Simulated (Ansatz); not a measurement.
The cluster Ag3O⁺. The state is a singlet with charge 1. Geometry B3LYP-D4/def2-SVP, that of the charge +1 singlet.

Cartesian coordinates in Å:
```
Ag -1.776 0.218 1.039
Ag 0.939 -1.843 -0.067
Ag 0.874 1.640 -0.911
O -0.037 -0.015 -0.061
```

In the def2 sets Ag takes a core potential; there is no spin–orbit coupling. The structure comes from a short search, and lower isomers may exist.

Problem. Estimate the orbital energies around the gap (eV) in Ansatz with PBE-D4/def2-TZVP, r2SCAN-D4/def2-TZVP, PBE0-D4/def2-TZVP.

Solution. 
| orbital | PBE-D4/def2-TZVP | r2SCAN-D4/def2-TZVP | PBE0-D4/def2-TZVP |
| --- | --- | --- | --- |
| HOMO−5 | -11.89 | -12.06 | -13.57 |
| HOMO−4 | -11.87 | -12.00 | -13.51 |
| HOMO−3 | -11.68 | -11.78 | -13.21 |
| HOMO−2 | -10.13 | -10.10 | -11.07 |
| HOMO−1 | -10.13 | -10.10 | -11.07 |
| HOMO | -9.64 | -9.70 | -10.76 |
| LUMO | -8.31 | -7.93 | -7.13 |
| LUMO+1 | -7.13 | -6.72 | -5.95 |
| LUMO+2 | -7.13 | -6.72 | -5.95 |
| LUMO+3 | -4.34 | -3.92 | -3.50 |
| LUMO+4 | -4.34 | -3.92 | -3.50 |
| LUMO+5 | -4.20 | -3.75 | -3.38 |
| β HOMO | -9.64 | -9.70 | -10.76 |
| β LUMO | -8.31 | -7.93 | -7.13 |
